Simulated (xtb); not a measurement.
C2H6GeO2, SMILES C=C[O][GeH2][OH]. All values are semi-empirical tight-binding results from xtb (GFN2-xTB unless named), good for trends rather than for accurate numbers. The structure is a stationary point at GFN2-xTB. The structure was generated by enumeration, and PubChem lists no compound with its InChIKey, so it may never have been made. Other conformers were not sampled.

Optimised geometry:

```xyz
11

C     -2.9846     0.4722    -0.8027
C     -1.9745    -0.1448    -0.2170
O     -0.6888     0.2609    -0.3932
Ge     0.7593    -0.2249     0.4411
O      1.9219     0.4420    -0.6364
H     -2.8226     1.3295    -1.4308
H     -3.9928     0.1288    -0.6687
H     -2.1284    -1.0123     0.4178
H      0.8578    -1.7315     0.5059
H      0.8370     0.4330     1.7980
H      2.8410     0.4629    -0.3820
```
Charge 0, spin multiplicity 1.

For metal compounds this method's bond lengths and energies can be far off.

```yaml
orbital_gap: 5.22 eV
zero_point_energy: 44.7 kcal/mol
G − E(el) at 298.15 K (modified RRHO): 24.0 kcal/mol
```

Computed atomic charges and the Wiberg bond orders between heavy atoms:
charges (e) C1 -0.13, C2 0.11, O3 -0.29, Ge4 0.30, O5 -0.43, H6 0.06, H7 0.05, H8 0.02, H9 0.00, H10 0.00, H11 0.31. Bond orders C1–C2 1.90, C2–O3 1.05, O3–Ge4 1.10, Ge4–O5 1.22.
